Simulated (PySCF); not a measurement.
Au (gold, neutral) across methods

[Xe] 4f14 5d9 6s1 6p1, one real determinant (an excited configuration). Computed with PySCF 2.14 in aug-cc-pwCVDZ-PP with ECP60MDF (6s6p5d3f, 70 functions), with scalar relativity through the core potential. The B2PLYP total includes its PT2 part (frozen core); its orbital energies are those of the SCF part.

| method | E (hartree) | mean ε 5d β (eV) | mean ε 6s α (eV) | mean ε 6p α (eV) | Σ⟨r²⟩ (bohr²) | ⟨S²⟩ |
| --- | --- | --- | --- | --- | --- | --- |
| wB97M-V | -135.3801 | -14.329 | -11.502 | -5.095 | 61.73 | 3.751 |
| PBE | -135.4979 | -10.193 | -8.483 | -2.647 | 62.61 | 3.751 |
| r2SCAN | -135.5219 | -10.360 | -8.818 | -2.839 | 61.30 | 3.753 |
| B2PLYP | -135.2555 | -13.436 | -10.161 | -3.926 | 62.27 | 3.751 |
| LDA | -135.2463 | -10.348 | -8.744 | -2.721 | 62.35 | 3.751 |
| UHF | -134.60571 | -16.067 | -11.573 | -5.240 | 62.26 | 3.754 |
| CAM-B3LYP | -135.4220 | -13.305 | -10.663 | -4.313 | 61.84 | 3.751 |
| M06-2X | -135.3614 | -13.511 | -10.607 | -4.178 | 60.57 | 3.752 |

Q: Estimate the same row for PBE0.

A: E (hartree) = -135.4633; mean ε 5d β (eV) = -11.857; mean ε 6s α (eV) = -9.429; mean ε 6p α (eV) = -3.363; Σ⟨r²⟩ (bohr²) = 61.92; ⟨S²⟩ = 3.751.

⟨L²⟩ = 8.02 against 12 for a pure F term, so this real determinant mixes terms. Energies and moments cover only the electrons outside the core potential. Spin-orbit coupling, absent here, splits the open shell strongly.
